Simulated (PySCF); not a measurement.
**Atomic charges by several schemes**

Compound: C6H14O2SSi3.
Geometry (PBE0-D3(BJ)/def2-SVP, Å), atoms numbered from 1 in this order:
```xyz
26
C6H14O2SSi3 angstrom
C     -0.260    0.508    3.538
S     -1.233    0.646    2.002
Si    -0.161   -0.760    0.796
C     -0.279   -2.519    1.384
O      1.458   -0.375    0.789
Si     2.421    0.826    0.137
Si     1.352    2.080   -1.539
C     -0.904   -0.513   -0.893
C     -1.854    0.348   -1.385
C     -1.999    0.058   -2.772
C     -1.125   -0.959   -3.028
O     -0.468   -1.311   -1.912
H     -0.553    1.349    4.179
H     -0.478   -0.432    4.065
H      0.816    0.577    3.329
H     -1.331   -2.826    1.476
H      0.214   -2.640    2.360
H      0.223   -3.183    0.662
H      3.639    0.176   -0.437
H      2.864    1.737    1.239
H      2.355    3.085   -2.024
H      0.948    1.226   -2.697
H      0.170    2.818   -1.002
H     -2.378    1.109   -0.810
H     -2.659    0.543   -3.488
H     -0.874   -1.512   -3.930
```

Density: PBE0/pcSseg-1 (PySCF); schemes: Mulliken, IAO, Hirshfeld and ESP-fitted. Isolated species at its PBE0-D3(BJ)/def2-SVP geometry (one conformer only).

Q: Atoms with like bonding are taken together and averaged. For which atoms does the sign change between the 4 schemes (beyond +0.03 e in one, beyond −0.03 e in another)?

A: C8 and C11.

Q: At which atom do the 4 schemes differ most?

A: At Si3: from +0.402 (Hirshfeld) to +1.172 e (IAO), 0.770 e apart.

Q: Which atoms carry the highest charge in the Mulliken, IAO, Hirshfeld and ESP-fitted schemes?

A: All schemes agree: Mulliken Si3 (+1.156); IAO Si3 (+1.172); Hirshfeld Si3 (+0.402); ESP-fitted Si3 (+0.495).

Q: Give the atomic charges in each scheme.

A: In e; atoms taken as equivalent share a row and are averaged (×n: the atom named and its like, n in all):

```json
{"atom": "C1", "environment": "S-methyl carbon", "Mulliken": "-0.413", "IAO": "-0.489", "Hirshfeld": "-0.113", "ESP-fitted": "-0.178"}
{"atom": "S2", "environment": "sulfur bonded to C and Si", "Mulliken": "-0.333", "IAO": "-0.201", "Hirshfeld": "-0.094", "ESP-fitted": "-0.323"}
{"atom": "Si3", "environment": "oxygen-bound silicon", "Mulliken": "+1.156", "IAO": "+1.172", "Hirshfeld": "+0.402", "ESP-fitted": "+0.495"}
{"atom": "C4", "environment": "Si-methyl carbon", "Mulliken": "-0.625", "IAO": "-0.734", "Hirshfeld": "-0.214", "ESP-fitted": "-0.634"}
{"atom": "O5", "environment": "siloxane oxygen", "Mulliken": "-0.764", "IAO": "-0.863", "Hirshfeld": "-0.308", "ESP-fitted": "-0.336"}
{"atom": "Si6", "environment": "oxygen-bound silicon", "Mulliken": "+0.595", "IAO": "+0.713", "Hirshfeld": "+0.307", "ESP-fitted": "+0.317"}
{"atom": "Si7", "environment": "SiH3 silicon", "Mulliken": "+0.103", "IAO": "+0.234", "Hirshfeld": "+0.186", "ESP-fitted": "+0.163"}
{"atom": "C8", "environment": "substituted aromatic carbon", "Mulliken": "-0.163", "IAO": "-0.169", "Hirshfeld": "-0.055", "ESP-fitted": "+0.091"}
{"atom": "C9", "environment": "aromatic CH carbon", "Mulliken": "-0.125", "IAO": "-0.184", "Hirshfeld": "-0.070", "ESP-fitted": "-0.256"}
{"atom": "C10", "environment": "aromatic CH carbon", "Mulliken": "-0.159", "IAO": "-0.222", "Hirshfeld": "-0.082", "ESP-fitted": "-0.175"}
{"atom": "C11", "environment": "aromatic CH next to a ring oxygen", "Mulliken": "+0.162", "IAO": "+0.021", "Hirshfeld": "+0.021", "ESP-fitted": "-0.145"}
{"atom": "O12", "environment": "furan-type oxygen", "Mulliken": "-0.379", "IAO": "-0.228", "Hirshfeld": "-0.059", "ESP-fitted": "-0.101"}
{"atom": "H13/H14/H15", "environment": "methyl hydrogen", "Mulliken": "+0.162", "IAO": "+0.159", "Hirshfeld": "+0.047", "ESP-fitted": "+0.108"}
{"atom": "H16/H17/H18", "environment": "methyl hydrogen", "Mulliken": "+0.154", "IAO": "+0.163", "Hirshfeld": "+0.048", "ESP-fitted": "+0.176"}
{"atom": "H19", "environment": "Si–H hydrogen", "Mulliken": "-0.090", "IAO": "-0.123", "Hirshfeld": "-0.080", "ESP-fitted": "-0.078"}
{"atom": "H20", "environment": "Si–H hydrogen", "Mulliken": "-0.091", "IAO": "-0.131", "Hirshfeld": "-0.082", "ESP-fitted": "-0.071"}
{"atom": "H21/H22/H23", "environment": "Si–H hydrogen", "Mulliken": "-0.051", "IAO": "-0.091", "Hirshfeld": "-0.077", "ESP-fitted": "-0.065"}
{"atom": "H24", "environment": "aromatic hydrogen", "Mulliken": "+0.115", "IAO": "+0.170", "Hirshfeld": "+0.056", "ESP-fitted": "+0.200"}
{"atom": "H25", "environment": "aromatic hydrogen", "Mulliken": "+0.103", "IAO": "+0.167", "Hirshfeld": "+0.061", "ESP-fitted": "+0.174"}
{"atom": "H26", "environment": "aromatic hydrogen", "Mulliken": "+0.114", "IAO": "+0.173", "Hirshfeld": "+0.068", "ESP-fitted": "+0.198"}
```

Mean size of the charges over all atoms: IAO 0.278 e, Mulliken 0.254 e, ESP-fitted 0.192 e, Hirshfeld 0.107 e. Each set sums to the total charge, 0, to within 0.001 e. The ESP scheme fits charges at the nuclei, held to the total charge, to the electrostatic potential on points at 1.4 to 2.0 times the van der Waals radii. The Mulliken scheme gives each basis function's population to the atom it is centred on and halves the overlap population of two atoms between them.

Some averages cover members that differ in this geometry: H13/H14/H15, ESP-fitted +0.079 to +0.142 e.

Q: How many electrons does the IAO scheme count on C4?

A: Z − q = 6 − (-0.734) = 6.734.

Q: Sum the charges by element, for elements with more than one atom.

A: 
```tsv
element	atoms	Mulliken	IAO	Hirshfeld	ESP-fitted
C	6	-1.324	-1.777	-0.513	-1.296
Si	3	+1.854	+2.119	+0.895	+0.975
O	2	-1.143	-1.090	-0.367	-0.437
H	14	+0.946	+0.950	+0.079	+1.080
```

These values come from a run that also computed NMR shieldings. The run took 50 s wall, 1.9 min CPU on 2 threads of an Intel Xeon 6975P-C, on a shared host, and the process peaked at 2.3 GiB of memory.
